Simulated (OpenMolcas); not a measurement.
# F3+: from CASSCF to CASPT2

```json
{
  "Program": "OpenMolcas",
  "Basis": "ANO-RCC-VTZP [4s3p2d1f]",
  "Scalar Hamiltonian": "DKH2, point nucleus",
  "Active space": "4 electrons in 4 orbitals (2s 2p)",
  "State averaging": "2S+1 = 3 even, 3 roots; 2S+1 = 1 even, 6 roots; 2S+1 = 5 odd, 1 root; 2S+1 = 3 odd, 9 roots; 2S+1 = 1 odd, 8 roots",
  "Spin-orbit coupling": "RASSI with atomic mean-field integrals over the reference wave functions, term energies averaged over their components"
}
```

Methods on the same reference wave functions:
A. CASSCF
B. SS-CASPT2, IPEA 0.25 Eh, imaginary shift 0.1 Eh (closed shells correlated: 1s)
C. XMS-CASPT2, IPEA 0.25 Eh, imaginary shift 0.1 Eh (closed shells correlated: 1s)

Energies in cm⁻¹ above 2s² 2p² ³P₀, the measured ground level; measured values from Moore, Atomic Energy Levels, vol. I, NSRDS-NBS 35 (1971 reprint of NBS Circular 467, 1949).

```csv
Level,A,B,C,Measured
2s² 2p² ³P₀,0.0,0.0,0.0,0.0
2s² 2p² ³P₁,224,224,223,225
2s² 2p² ³P₂,653,653,653,613
2s² 2p² ¹D₂,27753,25730,25750,25241
2s² 2p² ¹S₀,50882,53810,54230,53544
2s 2p³ ⁵S°₂,63536,72230,72670,
2s 2p³ ³D°₂,151437,147210,147630,147889
2s 2p³ ³D°₁,151438,147210,147630,147902
2s 2p³ ³D°₃,151442,147220,147630,147842
2s 2p³ ³P°₀,178316,175810,176190,
2s 2p³ ³P°₁,178318,175810,176190,175242
2s 2p³ ³P°₂,178321,175810,176190,175237
2s 2p³ ¹D°₂,244191,231000,231360,
2s 2p³ ³S°₁,251194,240370,240240,
2s 2p³ ¹P°₁,270912,259360,259630,257390
```

Deviations, from unrounded energies. A percentage is the sum of absolute deviations over the sum of measured energies, with the sign that they share, or ± where signs differ.

```tsv
Against measurement	Levels	A	B	C
mean absolute deviation (cm-1)	10	3600	590	610
fine structure of the ground term (%)	2	±4.9	±4.9	±4.9
other terms of the ground configuration (%)	2	±6.6	+1.0	+1.5
other configurations (%)	6	+2.9	±0.5	±0.5
```

B, C lie about equally close to measurement and A furthest from it. The largest miss of B in the table is 2s 2p³ ¹P°₁, by +2000 cm-1. The ranking rests on the paired levels alone, and a cruder setting can come out closer through cancelling errors.

Between B and C the level of the table that moves most is 2s 2p³ ⁵S°₂, by 430 cm-1 (lowest in B, highest in C). Moves below CASPT2's spread within the term are not significant.

The mean deviations of B to C differ by less than CASPT2's widest spread within a term (520 cm-1), so their order carries little weight.

From A to B the spin-free energies of the other terms of 2s² 2p² shown, above ³P, scale by factors of 0.93 to 1.06.

The lowest spin-free term lies below A's lowest term by 0.073 hartree in B, 0.075 hartree in C.

CASPT2 breaks the degeneracy within a term, and the mean is taken; among the terms shown or strongly mixed into the levels shown the widest spread is 520 cm-1 (2s 2p³ ¹D°, C). Measured partners are found by configuration, term and J. A level has none where our copy of the source lacks it or the pairing is in doubt (some pairs that miss far off the trend of their configuration count as doubtful), and it then counts in no deviation. Only configurations of the active space appear.

° marks odd parity.
